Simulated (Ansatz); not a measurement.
Two members of one family (Series TcO3X), computed with Ansatz in the gas phase; def2 core potentials for Tc, no spin–orbit coupling. The two geometries come from different levels. Binding counts from free atoms in the multiplicity of their measured ground term, without zero-point energy. Names give formal oxidation states. A dash marks a value that wasn't run or was left out as unsound. The structures are stationary points that may keep the symmetry of their start. Remarks come from the PBE and PBE0 runs and from stability tests at other levels; not every state was tested. HOMO above LUMO (over both spins in singlets and doublets, within one spin in higher multiplets; at PBE or PBE0), or a gap under 0.15 eV within one spin, warns that the state may not be the lowest or that an electron is smeared out.

First: TcO3H (singlet, charge 0, PBE-D4/def2-TZVP geometry).

```xyz
5

Tc    0.0229    0.0591   -0.0085
O    -1.3295    1.0640   -0.1123
O     0.9782    0.3675    1.3489
O     0.9105   -0.0130   -1.4436
H    -0.5821   -1.4775    0.2155
```

```csv
level,HOMO (eV),LUMO (eV),gap (eV),vertical IE (eV),vertical triplet (eV),binding per atom (eV)
PBE-D4/def2-SVP,-8.42,-4.88,3.54,–,–,4.66
PBE-D4/def2-TZVP,-8.48,-4.94,3.54,12.00,3.41,4.60
PBE-D4/def2-TZVPD,-8.50,-4.97,3.54,–,–,4.60
r2SCAN-D4/def2-TZVP,-8.88,-4.99,3.89,12.16,3.30,4.23
PBE0-D4/def2-SVP,-10.15,-4.22,5.93,–,–,3.94
```

Metal–donor distances: 3 × O 1.69 Å, 1 × H 1.67 Å. Remarks: restricted SCF unstable in HF, spin-contaminated (⟨S²⟩ up to 0.85) (+1 doublet), gap within one spin near zero at PBE or PBE0 (triplet).

Second: TcO3(OH) (singlet, charge 0, PBE0-D4/def2-SVP geometry).

```xyz
6

Tc    0.2563    0.3547   -0.0925
O    -0.8436    1.5998   -0.0364
O     1.6431    0.7719    0.7180
O     0.5904    0.0083   -1.6842
O    -0.4400   -1.1398    0.7354
H    -1.2063   -1.5949    0.3596
```

Task: Estimate the same table for the second.

Result: 
```csv
level,HOMO (eV),LUMO (eV),gap (eV),vertical IE (eV),vertical triplet (eV),binding per atom (eV)
PBE-D4/def2-SVP,-8.07,-4.11,3.96,–,–,4.87
PBE-D4/def2-TZVP,-8.18,-4.23,3.96,11.66,3.79,4.82
PBE-D4/def2-TZVPD,-8.22,-4.27,3.95,–,–,4.82
r2SCAN-D4/def2-TZVP,-8.59,-4.30,4.29,11.82,3.70,4.48
PBE0-D4/def2-SVP,-9.84,-3.60,6.23,–,–,4.21
```

Metal–donor distances: 4 × O 1.66 to 1.84 Å. Remarks: restricted SCF unstable in HF, gap within one spin near zero at PBE or PBE0 (+1 doublet), spin-contaminated (⟨S²⟩ up to 0.84) (+1 doublet).
